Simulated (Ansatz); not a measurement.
Relaxation of CH8O2Si (12 atoms, charge 0, multiplicity 1), to a largest force component of 0.03 eV/Å in at most 50 steps.

Level of theory: Ansatz 0.2.0, RKS PBE-D4/def2-SVP.

```xyz
12
Properties=species:S:1:pos:R:3:forces:R:3
Si -1.150 0.486 -0.114 0.18 0.46 -1.00
H 1.375 1.322 0.498 0.11 -0.81 2.51
O -0.559 -1.069 0.047 -0.04 -0.02 -0.01
C 0.681 -1.492 0.572 -0.02 0.01 -0.01
H -2.605 0.291 -0.418 -0.01 -0.03 0.04
H -0.932 1.280 1.139 0.02 0.03 -0.06
H 1.418 1.567 -0.162 0.21 0.89 -2.38
O -0.458 1.372 -1.431 -0.43 -0.52 0.92
H 1.532 -1.164 -0.064 0.04 -0.02 0.00
H 0.857 -1.114 1.606 0.00 0.04 0.00
H 0.687 -2.602 0.616 0.00 0.01 -0.01
H -0.845 1.124 -2.289 -0.06 -0.04 0.00
```

**Question.** Where does it end, and by what steps?

**Answer.** It converged. The force dipped under the threshold on the way, but the program's further checks kept it going. After 20 steps the energy has fallen by 0.283 eV; H2 moved furthest, 1.55 Å.

```json
{"step": "0", "energy less start (eV)": "0.0000", "largest force component (eV/Å)": "2.512", "accepted": "yes"}
{"step": "1", "energy less start (eV)": "-0.1549", "largest force component (eV/Å)": "0.560", "accepted": "yes"}
{"step": "2", "energy less start (eV)": "-0.1931", "largest force component (eV/Å)": "0.635", "accepted": "yes"}
{"step": "3", "energy less start (eV)": "-0.2304", "largest force component (eV/Å)": "0.221", "accepted": "yes"}
{"step": "4", "energy less start (eV)": "-0.2495", "largest force component (eV/Å)": "0.149", "accepted": "yes"}
{"step": "5", "energy less start (eV)": "-0.2608", "largest force component (eV/Å)": "0.103", "accepted": "yes"}
{"step": "6", "energy less start (eV)": "-0.2654", "largest force component (eV/Å)": "0.069", "accepted": "yes"}
{"step": "7", "energy less start (eV)": "-0.2438", "largest force component (eV/Å)": "0.998", "accepted": "no"}
{"step": "8", "energy less start (eV)": "-0.2622", "largest force component (eV/Å)": "0.186", "accepted": "no"}
{"step": "9", "energy less start (eV)": "-0.2683", "largest force component (eV/Å)": "0.026", "accepted": "yes"}
{"step": "10", "energy less start (eV)": "-0.2704", "largest force component (eV/Å)": "0.105", "accepted": "yes"}
{"step": "11", "energy less start (eV)": "-0.2725", "largest force component (eV/Å)": "0.161", "accepted": "yes"}
{"step": "12", "energy less start (eV)": "-0.2749", "largest force component (eV/Å)": "0.176", "accepted": "yes"}
{"step": "13", "energy less start (eV)": "-0.2771", "largest force component (eV/Å)": "0.189", "accepted": "yes"}
{"step": "14", "energy less start (eV)": "-0.2787", "largest force component (eV/Å)": "0.150", "accepted": "yes"}
{"step": "15", "energy less start (eV)": "-0.2805", "largest force component (eV/Å)": "0.111", "accepted": "yes"}
{"step": "16", "energy less start (eV)": "-0.2814", "largest force component (eV/Å)": "0.092", "accepted": "yes"}
{"step": "17", "energy less start (eV)": "-0.2823", "largest force component (eV/Å)": "0.078", "accepted": "yes"}
{"step": "18", "energy less start (eV)": "-0.2830", "largest force component (eV/Å)": "0.046", "accepted": "yes"}
{"step": "19", "energy less start (eV)": "-0.2833", "largest force component (eV/Å)": "0.031", "accepted": "yes"}
{"step": "20", "energy less start (eV)": "-0.2834", "largest force component (eV/Å)": "0.011", "accepted": "yes"}
```

```xyz
12
Properties=species:S:1:pos:R:3
Si -1.447 0.264 -0.098
H 2.582 1.682 -0.401
O -0.640 -1.202 -0.118
C 0.531 -1.464 0.636
H -2.714 -0.014 -0.849
H -1.668 0.730 1.310
H 1.812 1.691 -0.439
O -0.578 1.521 -0.805
H 1.427 -0.971 0.195
H 0.439 -1.120 1.693
H 0.709 -2.559 0.646
H -0.454 1.441 -1.768
```

Whether the end is a true minimum wasn't checked by a vibrational analysis.

Run time: 39 s on 2 threads of AMD EPYC 7R13 Processor (Zen 3), on a shared host, peak memory 0.16 GiB.
